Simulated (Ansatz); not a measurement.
Ansatz results at the PBE0-D4/def2-TZVP geometry: HOMO energy (PBE/def2-TZVPP) -7.20 eV; size of the dipole moment (B3LYP/def2-TZVPP) 2.66 D; HOMO energy (ωB97M-V/def2-TZVPP) -11.07 eV.

Each molecule was computed in one conformer, which needn't be the lowest.

Task: Which molecule gave them?
A. `CB(F)[SeH]`
B. `CC(C)OB(O)Cl`
C. `CB(Cl)N([SiH3])[SiH3]`
D. `[SiH3]OBS`

Result: B. The others give `CB(Cl)N([SiH3])[SiH3]`: -7.02, 1.38, -10.54; `[SiH3]OBS`: -6.70, 1.67, -10.10; `CB(F)[SeH]`: -6.38, 1.77, -9.65.

B3LYP here is the variant with VWN-RPA as its local correlation; programs differ in this.
